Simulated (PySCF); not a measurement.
Input file for PySCF: D3(BJ) and D4 dispersion corrections on H6OSi2 (SMILES [SiH3]O[SiH3]).

```python
from pyscf import gto
from pyscf.dispersion import dftd3, dftd4

mol = gto.M(
    atom='''
    O     0.00000280   -0.00000106   -0.47330631
    Si    1.59921091    0.01861279   -0.03636206
    H     1.90104305    1.23566939    0.77265840
    H     2.42698167    0.02833487   -1.27215851
    H     1.92931889   -1.19116775    0.77254782
    Si   -1.59921344   -0.01861420   -0.03639223
    H    -2.42697192   -0.02833225   -1.27219623
    H    -1.92932366    1.19114625    0.77254773
    H    -1.90104828   -1.23564805    0.77266139
    ''',
    basis='def2-svp',
    charge=0, spin=0, verbose=0, max_memory=1800)
d3, d4 = {}, {}
for xc in ['hf', 'pbe', 'blyp', 'revpbe', 'tpss', 'r2scan', 'b3lyp', 'pbe0', 'bhlyp', 'camb3lyp', 'b2plyp']:
    d3[xc] = float(dftd3.DFTD3Dispersion(mol, xc=xc, version='d3bj', atm=False).get_dispersion()['energy'])
    print(f'D3(BJ) {xc:10s} {d3[xc]:14.8f} Eh')
for xc in ['hf', 'pbe', 'blyp', 'revpbe', 'tpss', 'r2scan', 'b3lyp', 'pbe0', 'bhlyp', 'camb3lyp', 'b2plyp']:
    d4[xc] = float(dftd4.DFTD4Dispersion(mol, xc={'camb3lyp': 'cam-b3lyp'}.get(xc, xc), atm=True).get_dispersion()['energy'])
    print(f'D4     {xc:10s} {d4[xc]:14.8f} Eh')
```

It printed:

```
D3(BJ) hf            -0.04725937 Eh
D3(BJ) pbe           -0.00570183 Eh
D3(BJ) blyp          -0.01255753 Eh
D3(BJ) revpbe        -0.01394537 Eh
D3(BJ) tpss          -0.00733377 Eh
D3(BJ) r2scan        -0.00162424 Eh
D3(BJ) b3lyp         -0.01037340 Eh
D3(BJ) pbe0          -0.00509412 Eh
D3(BJ) bhlyp         -0.00852877 Eh
D3(BJ) camb3lyp      -0.00488407 Eh
D3(BJ) b2plyp        -0.00507113 Eh
D4     hf            -0.02048494 Eh
D4     pbe           -0.00581348 Eh
D4     blyp          -0.01275706 Eh
D4     revpbe        -0.01738606 Eh
D4     tpss          -0.00782814 Eh
D4     r2scan        -0.00140903 Eh
D4     b3lyp         -0.00940309 Eh
D4     pbe0          -0.00491490 Eh
D4     bhlyp         -0.00740044 Eh
D4     camb3lyp      -0.00500945 Eh
D4     b2plyp        -0.00404426 Eh
```

The run finished.

Cost: roughly 0.010 core-seconds.
